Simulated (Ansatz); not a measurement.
`F/C=C\C=C(F)F` → `FC1C=CC1(F)F`  (isomerisation)

Program: Ansatz. Geometries: PBE0-D4/def2-TZVP. ΔE: electronic, gas phase. CCSD(T)/CBS adds triple-zeta CCSD(T) − MP2 to the extrapolated MP2 energy (def2 sets, frozen cores). Functionals use def2-TZVPP. B3LYP here is the variant with VWN-RPA as its local correlation; programs differ in this. HSE06 is defined as in plane-wave codes. Each species was taken in one conformer, which may not be the lowest.

`F/C=C\C=C(F)F`:

```xyz
10

F     2.481    0.305    0.275
C     1.508    1.046   -0.267
C     0.244    0.643   -0.283
C    -0.218   -0.607    0.268
C    -1.487   -0.986    0.241
F    -2.473   -0.292   -0.279
F    -1.939   -2.115    0.732
H     1.872    1.979   -0.676
H    -0.473    1.312   -0.744
H     0.485   -1.286    0.732
```

`FC1C=CC1(F)F`:

```xyz
10

F     0.783    0.892    1.706
C     0.420   -0.119    0.862
C    -1.038   -0.186    0.494
C    -0.841   -0.007   -0.813
C     0.639    0.169   -0.651
F     1.424   -0.716   -1.306
F     1.126    1.394   -0.915
H     0.881   -1.047    1.212
H    -1.918   -0.362    1.099
H    -1.478   -0.017   -1.688
```

```json
{"level": "LDA (SPW92)", "ΔE (kcal/mol)": "7.0", "difference from CCSD(T)/CBS": "2.9"}
{"level": "PBE-D4", "ΔE (kcal/mol)": "8.9", "difference from CCSD(T)/CBS": "4.8"}
{"level": "PBE0-D4", "ΔE (kcal/mol)": "5.6", "difference from CCSD(T)/CBS": "1.5"}
{"level": "r2SCANh-D4", "ΔE (kcal/mol)": "7.9", "difference from CCSD(T)/CBS": "3.8"}
{"level": "HSE06-D4", "ΔE (kcal/mol)": "5.7", "difference from CCSD(T)/CBS": "1.6"}
{"level": "BHLYP-D4", "ΔE (kcal/mol)": "7.0", "difference from CCSD(T)/CBS": "2.9"}
{"level": "ωB97X-V", "ΔE (kcal/mol)": "2.6", "difference from CCSD(T)/CBS": "-1.5"}
{"level": "B3LYP", "ΔE (kcal/mol)": "11.0", "difference from CCSD(T)/CBS": "6.9"}
{"level": "r2SCAN0", "ΔE (kcal/mol)": "6.2", "difference from CCSD(T)/CBS": "2.1"}
{"level": "LC-ωPBE", "ΔE (kcal/mol)": "1.5", "difference from CCSD(T)/CBS": "-2.6"}
{"level": "HF/def2-SVP", "ΔE (kcal/mol)": "6.3", "difference from CCSD(T)/CBS": "2.2"}
{"level": "MP2/def2-TZVPP", "ΔE (kcal/mol)": "4.2", "difference from CCSD(T)/CBS": "0.1"}
{"level": "CCSD/def2-TZVPP", "ΔE (kcal/mol)": "4.4", "difference from CCSD(T)/CBS": "0.3"}
{"level": "HF/def2-QZVPP", "ΔE (kcal/mol)": "5.8", "difference from CCSD(T)/CBS": "1.7"}
{"level": "SCS-MP2/def2-QZVPP", "ΔE (kcal/mol)": "4.1", "difference from CCSD(T)/CBS": "0.0"}
{"level": "MP2/CBS(def2)", "ΔE (kcal/mol)": "3.3", "difference from CCSD(T)/CBS": "-0.8"}
{"level": "CCSD(T)/CBS", "ΔE (kcal/mol)": "4.1", "difference from CCSD(T)/CBS": "0"}
```

(1) What do rigid-rotor, harmonic-oscillator terms from PBE0-D4/def2-TZVP frequencies (298.15 K, 1 bar) make of the CCSD(T)/CBS value? (Estimate.)

Largest T1 diagnostic among the species: 0.013.

Answers

(1) The calculation gave: ΔZPE = +0.3 kcal/mol, ΔH = +3.9 kcal/mol, ΔS = -21 J/(mol·K), ΔG = +5.4 kcal/mol.

At CCSD(T), def2-SVP lies +3.0 kcal/mol from the extrapolated value and def2-TZVPP +0.9 kcal/mol. Leaving LDA and LC-ωPBE aside and taking each functional with its dispersion term where it has one, the values, not all of them listed here, spread over 10.6 kcal/mol, from ωB97X-V to BLYP-D4. LDA lies −2.3 kcal/mol from PBE without D4.
